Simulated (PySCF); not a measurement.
C4H8O2, charge +1, doublet, at a GFN2-xTB geometry (a state made from the parent by changing its charge; the spin is typed, not shown lowest); PySCF with TPSS/3-21G.

Input for PySCF:
```python
from pyscf import gto, scf, dft

mol = gto.M(
    atom='''
C     1.248381    0.566331    0.054906
C     0.951091   -0.880577    0.449678
O    -0.158291   -1.417232   -0.192638
C    -1.105630   -0.503052   -0.637749
C    -1.093843    0.817298    0.133165
O     0.158291    1.417232    0.192638
H     2.077646    0.996447    0.627594
H     1.557194    0.557127   -1.010086
H     1.797798   -1.550144    0.261476
H     0.764933   -0.888897    1.542808
H    -0.893584   -0.262962   -1.699375
H    -2.082467   -0.998583   -0.607913
H    -1.792978    1.552281   -0.281158
H    -1.428542    0.594732    1.166653
''',
    basis='3-21g',
    charge=1,
    spin=1,
    verbose=4,
)

mf = dft.UKS(mol)
mf.xc = 'tpss'
mf.kernel()
mf.analyze()
```

What the program printed (banner, timings and long lists left out):

```
PySCF version 2.14.0

[INPUT] verbose = 4
[INPUT] num. atoms = 14
[INPUT] num. electrons = 47
[INPUT] charge = 1
[INPUT] spin (= nelec alpha-beta = 2S) = 1
[INPUT] symmetry False subgroup None
[INPUT] Mole.unit = angstrom
[INPUT] Symbol           X                Y                Z      unit          X                Y                Z       unit  Magmom
[INPUT]  1 C      1.248381000000   0.566331000000   0.054906000000 AA    2.359098189111   1.070210485851   0.103757302595 Bohr   0.0
[INPUT]  2 C      0.951091000000  -0.880577000000   0.449678000000 AA    1.797301509539  -1.664049361591   0.849768264242 Bohr   0.0
[INPUT]  3 O     -0.158291000000  -1.417232000000  -0.192638000000 AA   -0.299126637984  -2.678180334970  -0.364033061184 Bohr   0.0
[INPUT]  4 C     -1.105630000000  -0.503052000000  -0.637749000000 AA   -2.089337895103  -0.950630506415  -1.205170946215 Bohr   0.0
[INPUT]  5 C     -1.093843000000   0.817298000000   0.133165000000 AA   -2.067063693273   1.544469382155   0.251645379378 Bohr   0.0
[INPUT]  6 O      0.158291000000   1.417232000000   0.192638000000 AA    0.299126637984   2.678180334970   0.364033061184 Bohr   0.0
[INPUT]  7 H      2.077646000000   0.996447000000   0.627594000000 AA    3.926181923798   1.883011927644   1.185980777420 Bohr   0.0
[INPUT]  8 H      1.557194000000   0.557127000000  -1.010086000000 AA    2.942670182816   1.052817446601  -1.908785902257 Bohr   0.0
[INPUT]  9 H      1.797798000000  -1.550144000000   0.261476000000 AA    3.397345847291  -2.929347613638   0.494118028147 Bohr   0.0
[INPUT] 10 H      0.764933000000  -0.888897000000   1.542808000000 AA    1.445513873642  -1.679771882948   2.915484582788 Bohr   0.0
[INPUT] 11 H     -0.893584000000  -0.262962000000  -1.699375000000 AA   -1.688629029293  -0.496926161168  -3.211353332933 Bohr   0.0
[INPUT] 12 H     -2.082467000000  -0.998583000000  -0.607913000000 AA   -3.935292293445  -1.887048382647  -1.148789077563 Bohr   0.0
[INPUT] 13 H     -1.792978000000   1.552281000000  -0.281158000000 AA   -3.388237367370   2.933385958366  -0.531311617730 Bohr   0.0
[INPUT] 14 H     -1.428542000000   0.594732000000   1.166653000000 AA   -2.699553137438   1.123880597515   2.204654652402 Bohr   0.0

nuclear repulsion = 265.661896368545
number of shells = 46
number of NR pGTOs = 114
number of NR cGTOs = 70
basis = 3-21g
ecp = {}

******** <class 'pyscf.dft.uks.UKS'> ********
method = UKS
initial guess = minao
damping factor = 0
level_shift factor = 0
DIIS = <class 'pyscf.scf.diis.CDIIS'>
diis_start_cycle = 1
diis_space = 8
diis_damp = 0
SCF conv_tol = 1e-09
SCF conv_tol_grad = None
SCF max_cycles = 50
direct_scf = True
direct_scf_tol = 1e-13
number electrons alpha = 24  beta = 23
XC library pyscf.dft.libxc version 7.1.2
    S. Lehtola, C. Steigemann, M. J. T. Oliveira, and M. A. L. Marques,  SoftwareX 7, 1–5 (2018)
XC functionals = tpss
    J. Tao, J. P. Perdew, V. N. Staroverov, and G. E. Scuseria,  Phys. Rev. Lett. 91, 146401 (2003)
    J. P. Perdew, J. Tao, V. N. Staroverov, and G. E. Scuseria,  J. Chem. Phys. 120, 6898 (2004)
    J. Tao, J. P. Perdew, V. N. Staroverov, and G. E. Scuseria,  Phys. Rev. Lett. 91, 146401 (2003)
    J. P. Perdew, J. Tao, V. N. Staroverov, and G. E. Scuseria,  J. Chem. Phys. 120, 6898 (2004)
radial grids:
    Treutler-Ahlrichs [JCP 102, 346 (1995); DOI:10.1063/1.469408] (M4) radial grids

becke partition: Becke, JCP 88, 2547 (1988); DOI:10.1063/1.454033
pruning grids: <function nwchem_prune>
grids dens level: 3
symmetrized grids: False
atomic radii adjust function: <function treutler_atomic_radii_adjust>
small_rho_cutoff = 0
Set gradient conv threshold to 3.16228e-05
tot grids = 163104
init E= -306.580412678557

cycle= 1 E= -305.630801466332  delta_E= 0.95  |g|= 0.376  |ddm|= 2.49
cycle= 2 E= -305.482415594906  delta_E= 0.148  |g|= 0.733  |ddm|= 1.07
cycle= 3 E= -305.688437423  delta_E= -0.206  |g|= 0.0338  |ddm|= 0.691
cycle= 4 E= -305.689053860822  delta_E= -0.000616  |g|= 0.0152  |ddm|= 0.0728
cycle= 5 E= -305.688149893484  delta_E= 0.000904  |g|= 0.0437  |ddm|= 0.0707
cycle= 6 E= -305.689128284976  delta_E= -0.000978  |g|= 0.01  |ddm|= 0.0707
cycle= 7 E= -305.689182875862  delta_E= -5.46e-05  |g|= 0.000561  |ddm|= 0.0134
cycle= 8 E= -305.689183195622  delta_E= -3.2e-07  |g|= 0.000104  |ddm|= 0.00114
cycle= 9 E= -305.689183206323  delta_E= -1.07e-08  |g|= 2.91e-05  |ddm|= 0.000226
cycle= 10 E= -305.689183206772  delta_E= -4.5e-10  |g|= 2.48e-05  |ddm|= 8.47e-05
Extra cycle  E= -305.689183172054  delta_E= 3.47e-08  |g|= 0.000251  |ddm|= 0.00038
SCF not converged.
SCF energy = -305.689183172054 after 50 cycles  <S^2> = 0.75192064  2S+1 = 2.0019197
**** SCF Summaries ****
Total Energy =                        -305.689183172053674
Nuclear Repulsion Energy =             265.661896368544774
One-electron Energy =                 -930.493634196767289
Two-electron Energy =                  359.142554656168784
Two-electron Coulomb Energy =          400.635724091883048
DFT Exchange-Correlation Energy =      -41.493169435714265
**** MO energy ****
                             alpha | beta                alpha | beta
MO #1   energy= -19.087742721202   | -19.0799157025762  occ= 1 | 1
MO #2   energy= -19.0873210991732  | -19.0794960117613  occ= 1 | 1
MO #3   energy= -10.2234286556793  | -10.2230194579746  occ= 1 | 1
MO #4   energy= -10.2233529978289  | -10.2229435489462  occ= 1 | 1
MO #5   energy= -10.2230405764159  | -10.2226302996986  occ= 1 | 1
MO #6   energy= -10.2222101498427  | -10.2218004829404  occ= 1 | 1
MO #7   energy= -1.27915135453207  | -1.26658639120804  occ= 1 | 1
MO #8   energy= -1.24555520873332  | -1.23086716800038  occ= 1 | 1
MO #9   energy= -0.972302878473438 | -0.968924925322046 occ= 1 | 1
MO #10  energy= -0.887072782152183 | -0.879893905915769 occ= 1 | 1
MO #11  energy= -0.879989184574819 | -0.876150437316296 occ= 1 | 1
MO #12  energy= -0.734176437048069 | -0.726496918436584 occ= 1 | 1
MO #13  energy= -0.724801849756286 | -0.712734977269413 occ= 1 | 1
MO #14  energy= -0.714612022407877 | -0.70955320515178  occ= 1 | 1
MO #15  energy= -0.703661734581253 | -0.700762385261647 occ= 1 | 1
MO #16  energy= -0.639450075094827 | -0.621321125979738 occ= 1 | 1
MO #17  energy= -0.626373963360575 | -0.61819182922059  occ= 1 | 1
MO #18  energy= -0.602742360670228 | -0.596005636214129 occ= 1 | 1
MO #19  energy= -0.59193382458836  | -0.590739666761907 occ= 1 | 1
MO #20  energy= -0.570430212790828 | -0.55783164987484  occ= 1 | 1
MO #21  energy= -0.564783131514443 | -0.557248458522992 occ= 1 | 1
MO #22  energy= -0.476500751282444 | -0.468297728608076 occ= 1 | 1
MO #23  energy= -0.473706008622962 | -0.442397214503822 occ= 1 | 1
MO #24  energy= -0.449182130659274 | -0.415956573840474 occ= 1 | 0
MO #25  energy= -0.15342438974637  | -0.148158575244007 occ= 0 | 0
MO #26  energy= -0.105022516768809 | -0.0998461751458346 occ= 0 | 0
MO #27  energy= -0.0796772069538294 | -0.0742626327678226 occ= 0 | 0
MO #28  energy= -0.0763386038143801 | -0.0680072360287824 occ= 0 | 0
MO #29  energy= -0.0646153458308167 | -0.0623403434003302 occ= 0 | 0
MO #30  energy= -0.0555068289206346 | -0.0531187455944924 occ= 0 | 0
MO #31  energy= -0.035701751851764 | -0.0318961442591648 occ= 0 | 0
MO #32  energy= -0.0347621223097951 | -0.0295968653178441 occ= 0 | 0

To work with the spin densities directly, `use mulliken_meta_spin()` only printing them here.

 ** Mulliken spin pop alpha/beta on meta-lowdin orthogonal AOs **
 ** Mulliken Spin Density (per AO)  **
spin_pop of  0 C 1s       -0.00000
spin_pop of  0 C 2s       -0.00325
spin_pop of  0 C 3s        0.00001
spin_pop of  0 C 2px      -0.00476
spin_pop of  0 C 2py       0.00247
spin_pop of  0 C 2pz       0.02011
spin_pop of  0 C 3px       0.00005
spin_pop of  0 C 3py       0.00001
spin_pop of  0 C 3pz       0.00053
spin_pop of  1 C 1s       -0.00000
spin_pop of  1 C 2s       -0.00325
spin_pop of  1 C 3s        0.00001
spin_pop of  1 C 2px       0.00193
spin_pop of  1 C 2py       0.00203
spin_pop of  1 C 2pz       0.01386
spin_pop of  1 C 3px      -0.00016
spin_pop of  1 C 3py       0.00006
spin_pop of  1 C 3pz       0.00069
spin_pop of  2 O 1s       -0.00000
spin_pop of  2 O 2s        0.00580
spin_pop of  2 O 3s       -0.00004
spin_pop of  2 O 2px       0.05710
spin_pop of  2 O 2py       0.00373
spin_pop of  2 O 2pz       0.25550
spin_pop of  2 O 3px       0.00002
spin_pop of  2 O 3py       0.00000
spin_pop of  2 O 3pz       0.00028
spin_pop of  3 C 1s       -0.00000
spin_pop of  3 C 2s       -0.00325
spin_pop of  3 C 3s        0.00001
spin_pop of  3 C 2px       0.00062
spin_pop of  3 C 2py      -0.00305
spin_pop of  3 C 2pz       0.02025
spin_pop of  3 C 3px      -0.00014
spin_pop of  3 C 3py      -0.00003
spin_pop of  3 C 3pz       0.00076
spin_pop of  4 C 1s       -0.00000
spin_pop of  4 C 2s       -0.00325
spin_pop of  4 C 3s        0.00001
spin_pop of  4 C 2px      -0.00602
spin_pop of  4 C 2py      -0.00266
spin_pop of  4 C 2pz       0.02651
spin_pop of  4 C 3px       0.00001
spin_pop of  4 C 3py      -0.00001
spin_pop of  4 C 3pz       0.00058
spin_pop of  5 O 1s       -0.00000
spin_pop of  5 O 2s        0.00579
spin_pop of  5 O 3s       -0.00004
spin_pop of  5 O 2px       0.00699
spin_pop of  5 O 2py       0.00691
spin_pop of  5 O 2pz       0.30285
spin_pop of  5 O 3px       0.00005
spin_pop of  5 O 3py       0.00000
spin_pop of  5 O 3pz       0.00025
spin_pop of  6 H 1s        0.00594
spin_pop of  6 H 2s        0.00013
spin_pop of  7 H 1s        0.06697
spin_pop of  7 H 2s        0.00053
spin_pop of  8 H 1s        0.00593
spin_pop of  8 H 2s        0.00013
spin_pop of  9 H 1s        0.06693
spin_pop of  9 H 2s        0.00053
spin_pop of  10 H 1s        0.06693
spin_pop of  10 H 2s        0.00053
spin_pop of  11 H 1s        0.00593
spin_pop of  11 H 2s        0.00013
spin_pop of  12 H 1s        0.00594
spin_pop of  12 H 2s        0.00013
spin_pop of  13 H 1s        0.06697
spin_pop of  13 H 2s        0.00053
 ** Mulliken Spin Density (per atom)  **
spin density of  0 C =      0.01516
spin density of  1 C =      0.01515
spin density of  2 O =      0.32238
spin density of  3 C =      0.01515
spin density of  4 C =      0.01516
spin density of  5 O =      0.32280
spin density of  6 H =      0.00607
spin density of  7 H =      0.06750
spin density of  8 H =      0.00606
spin density of  9 H =      0.06746
spin density of  10 H =      0.06746
spin density of  11 H =      0.00606
spin density of  12 H =      0.00607
spin density of  13 H =      0.06750
 ** Mulliken pop alpha/beta on meta-lowdin orthogonal AOs **
 ** Mulliken pop       alpha | beta **
In total            24.00000 | 23.00000
 ** Mulliken atomic charges   ( Nelec_alpha | Nelec_beta ) **
charge of  0C =      0.00625  (     3.00445      2.98929 )
charge of  1C =      0.00623  (     3.00446      2.98931 )
charge of  2O =     -0.18158  (     4.25198      3.92960 )
charge of  3C =      0.00621  (     3.00447      2.98932 )
charge of  4C =      0.00625  (     3.00446      2.98929 )
charge of  5O =     -0.18112  (     4.25196      3.92916 )
charge of  6H =      0.16783  (     0.41912      0.41305 )
charge of  7H =      0.16663  (     0.45044      0.38293 )
charge of  8H =      0.16782  (     0.41912      0.41306 )
charge of  9H =      0.16660  (     0.45043      0.38297 )
charge of  10H =      0.16660  (     0.45043      0.38297 )
charge of  11H =      0.16782  (     0.41912      0.41306 )
charge of  12H =      0.16783  (     0.41912      0.41305 )
charge of  13H =      0.16662  (     0.45044      0.38294 )

WARN: System has nonzero charge 1; the dipole moment is origin-dependent.
Location of origin: [0. 0. 0.]

Dipole moment(X, Y, Z, Debye):  0.00041,  0.00373,  0.00048
```

The run did not converge; its last values are not results.
